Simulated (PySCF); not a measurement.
## How methods differ on the ionisation energy of Sr⁺

Sr⁺ [Kr] 5s1 [5s1/2^1, M_J = 1/2] → Sr²⁺ [Kr], as a difference of total energies. Calculation: PySCF 2.14, in x2c-TZVPPall-2c (8s9p7d2f1g, 93 functions); the two-component X2C-1e Hamiltonian. Correlated levels: [Ar] 3d10 frozen; the 6 highest virtual spinors dropped. "Screened" scales the spin-orbit matrix elements by Boettger's factors to mimic the two-electron term; Breit and QED terms are absent.

| method | ionisation energy (eV) | error (eV) |
| --- | --- | --- |
| GHF (screened spin-orbit) | 10.451 | -0.579 |
| GMP2 (screened spin-orbit) | 10.959 | -0.071 |

Reference: 11.030 eV (measured; NIST Atomic Spectra Database, ionization energies).

Errors of the correlated levels include the incompleteness of this basis and the frozen core.
